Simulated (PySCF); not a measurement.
GaH6P3, SMILES [PH2][Ga]([PH2])[PH2].

Coordinates come from a PBE0-D3(BJ)/def2-SVP optimisation. The structure was generated by enumeration; whether it is a known compound was not checked. The values are those of a single conformer.

All values below come from M06-2X/def2-TZVP (PySCF).

Gas-phase values at a fixed geometry.

```
Property                                                                                                          Value
---------------------------------------------------------------------------------------------  ------------------------
total energy                                                                                        -2952.50425 hartree
point group                                                                                                          Cs
highest occupied level                                                                                         -7.96 eV
lowest empty level                                                                                             -0.92 eV
orbital gap                                                                                                     7.04 eV
dipole moment                                                                                                    0.60 D
quadrupole, principal values (traceless, Buckingham form, about the centre of nuclear charge)    -6.01, -1.63, 7.64 D·Å
mean static polarisability                                                                       116.1 bohr³ (17.21 Å³)
polarisability, principal values                                                               81.3, 133.1, 134.1 bohr³
```
